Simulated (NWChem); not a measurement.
# Total energies of CHF

```xyz
3

C      0.5606    -0.4527     0.0000
F     -0.5266     0.2642     0.0000
H      1.3753     0.3381     0.0000
```
Charge 0, spin multiplicity 1.

Program: NWChem. All single points use one geometry, from B3LYP/def2-SVP, a minimum by its harmonic frequencies.

Basis set: cc-pVQZ (140 functions).

| method | total energy (Ha) | relative cost |
|---|---|---|
| RHF | -137.82183 | 1 |
| MP2 | -138.24166 | under 3 |
| B2PLYP | -138.39272 | under 3 |
| PBE | -138.32282 | under 3 |
| B3LYP | -138.47365 | under 3 |
| PBE0 | -138.32227 | under 3 |

Total energies of different functionals aren't comparable as a measure of quality: only differences taken within one method are. Relative cost: rough, from shared machines, SCF included, RHF = 1.

The correlated methods keep 2 core orbitals frozen. B3LYP has NWChem's definition, with VWN1-RPA local correlation. The structure started from a generated list of species.
